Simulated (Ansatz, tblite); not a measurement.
In oxide hydroxide: gap (eV) at several levels, gas phase, relaxed structures; Ansatz, xTB through tblite. Clusters are the lowest isomers that short searches found in that spin, judged at the geometry's level. Core potentials for In in the def2 sets, no spin–orbit coupling. The structures are stationary points that may keep the symmetry of their start.

```csv
species,state,geometry,GFN1-xTB,GFN2-xTB,PBE-D4/def2-TZVP,PBE-D4/def2-TZVPD,r2SCANh-D4/def2-TZVP,PBE0-D4/def2-SVP
InO2H (with an O–O bond),singlet,PBE0-D4/def2-TZVP,6.22,5.52,3.01,3.05,4.27,5.01
InO3H3,singlet,PBE0-D4/def2-SVP,4.96,3.41,3.99,3.96,5.57,6.51
In2O4H2,singlet,B3LYP-D4/def2-SVP,3.46,1.99,2.70,2.67,3.90,4.75
```

Over the 3 species that have every level, the mean is 4.88 at GFN1-xTB, 3.64 at GFN2-xTB, 3.23 at PBE-D4/def2-TZVP, 3.23 at PBE-D4/def2-TZVPD, 4.58 at r2SCANh-D4/def2-TZVP, 5.42 at PBE0-D4/def2-SVP. Orbital gaps grow with the share of exact exchange and aren't one observable across functionals.
